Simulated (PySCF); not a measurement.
A structure optimised at ωB97X-D3(BJ)/def2-TZVP, used in a PySCF frequency run:

```
Si
H 1 1.4837
H 1 1.4837 2 109.15
H 1 1.4867 2 108.61 3 118.25
Si 1 2.3168 2 109.07 4 122.67
H 5 1.4860 1 114.01 2 -56.89
H 5 1.4860 6 109.74 1 129.28
```
Charge 0, spin multiplicity 2.

**Question.** Write its SMILES, formula and point group.

**Answer.** [SiH2][SiH3], H₅Si₂, Cs

**Question.** What are its rotational constants (standard atomic weights)?

**Answer.** 53.135, 5.3948, 5.2635 GHz
